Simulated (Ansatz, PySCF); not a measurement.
C₃H₄FNSi, SMILES F[Si@@H]1N=CC=C1. Atoms are numbered in the order given.

```xyz
10

F      1.9863     0.1674    -0.6712
Si     0.7654    -0.1422     0.3521
C     -0.4617     1.2678     0.5070
C     -1.6230     0.7418     0.0796
C     -1.5146    -0.6973    -0.3833
N     -0.3872    -1.2943    -0.3456
H      1.3609    -0.6334     1.6151
H     -0.3743     2.2929     0.8738
H     -2.5843     1.2672     0.0463
H     -2.4216    -1.2099    -0.7505
```

Geometry: ωB97X-D3(BJ)/def2-SVP. The structure was generated by enumeration; whether it is a known compound was not checked.

Two levels are set side by side: PBE-D3(BJ)/def2-SVP (Ansatz, a quantum-chemistry and plane-wave program) and ωB97X-D3(BJ)/def2-SVP (PySCF). Each level has its own optimised geometry; the coordinates shown are those of the second. Frequencies come from the Hessian of PySCF at each geometry. Differences are taken from unrounded values.

| quantity | ωB97X-D3(BJ) |
|---|---|
| mean bond length (Å) | 1.418 |
| bond F1–Si2 (Å) | 1.623 |
| bond Si2–C3 (Å) | 1.876 |
| bond Si2–N6 (Å) | 1.773 |
| bond C3–C4 (Å) | 1.345 |
| bond C4–C5 (Å) | 1.516 |
| bond C5–N6 (Å) | 1.276 |
| bond Si2–H7 (Å) | 1.480 |
| bond C3–H8 (Å) | 1.092 |
| bond C4–H9 (Å) | 1.096 |
| bond C5–H10 (Å) | 1.105 |
| highest harmonic wavenumber (cm⁻¹) | 3254 |
| mean harmonic wavenumber (cm⁻¹) | 1224 |
| zero-point energy (kcal/mol) | 41.98 |

Q: What does PBE-D3(BJ) give, and how far is it from ωB97X-D3(BJ)? (An estimate is asked for; the answer gives what the named calculation found.)

A: 
```json
[
 {"quantity": "mean bond length (Å)", "PBE-D3(BJ)": "1.428", "PBE-D3(BJ) minus ωB97X-D3(BJ)": "0.010"},
 {"quantity": "bond F1–Si2 (Å)", "PBE-D3(BJ)": "1.636", "PBE-D3(BJ) minus ωB97X-D3(BJ)": "0.013"},
 {"quantity": "bond Si2–C3 (Å)", "PBE-D3(BJ)": "1.886", "PBE-D3(BJ) minus ωB97X-D3(BJ)": "0.010"},
 {"quantity": "bond Si2–N6 (Å)", "PBE-D3(BJ)": "1.788", "PBE-D3(BJ) minus ωB97X-D3(BJ)": "0.016"},
 {"quantity": "bond C3–C4 (Å)", "PBE-D3(BJ)": "1.357", "PBE-D3(BJ) minus ωB97X-D3(BJ)": "0.013"},
 {"quantity": "bond C4–C5 (Å)", "PBE-D3(BJ)": "1.510", "PBE-D3(BJ) minus ωB97X-D3(BJ)": "-0.005"},
 {"quantity": "bond C5–N6 (Å)", "PBE-D3(BJ)": "1.291", "PBE-D3(BJ) minus ωB97X-D3(BJ)": "0.015"},
 {"quantity": "bond Si2–H7 (Å)", "PBE-D3(BJ)": "1.496", "PBE-D3(BJ) minus ωB97X-D3(BJ)": "0.016"},
 {"quantity": "bond C3–H8 (Å)", "PBE-D3(BJ)": "1.099", "PBE-D3(BJ) minus ωB97X-D3(BJ)": "0.007"},
 {"quantity": "bond C4–H9 (Å)", "PBE-D3(BJ)": "1.104", "PBE-D3(BJ) minus ωB97X-D3(BJ)": "0.008"},
 {"quantity": "bond C5–H10 (Å)", "PBE-D3(BJ)": "1.114", "PBE-D3(BJ) minus ωB97X-D3(BJ)": "0.009"},
 {"quantity": "highest harmonic wavenumber (cm⁻¹)", "PBE-D3(BJ)": "3159", "PBE-D3(BJ) minus ωB97X-D3(BJ)": "-96"},
 {"quantity": "mean harmonic wavenumber (cm⁻¹)", "PBE-D3(BJ)": "1167", "PBE-D3(BJ) minus ωB97X-D3(BJ)": "-57"},
 {"quantity": "zero-point energy (kcal/mol)", "PBE-D3(BJ)": "40.03", "PBE-D3(BJ) minus ωB97X-D3(BJ)": "-1.95"}
]
```

GGA bonds tend to be longer and softer than those of functionals with exact exchange. Differences between two approximate levels are no errors against the true value.
